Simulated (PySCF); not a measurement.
Zn(I)(NH2) (H2INZn), SMILES [NH2][Zn][I]. The structure is a stationary point at B3LYP-D3(BJ)/def2-SVP. The def2 effective core potentials stand for the cores of I; spin–orbit coupling is left out. The values are those of a single conformer.

**Question.** Give the equilibrium geometry at B3LYP-D3(BJ)/def2-SVP (PySCF confirms it by a frequency run) as a Z-matrix, and its point group. (The exact figures need the calculation; the answer reports its results.)

**Answer.** Several could match; the one computed here: point group Cs.
```
Zn
N 1 1.8324
H 2 1.0209 1 114.79
H 2 1.0209 3 106.65 1 128.34
I 1 2.4470 2 174.57 3 -117.94
```
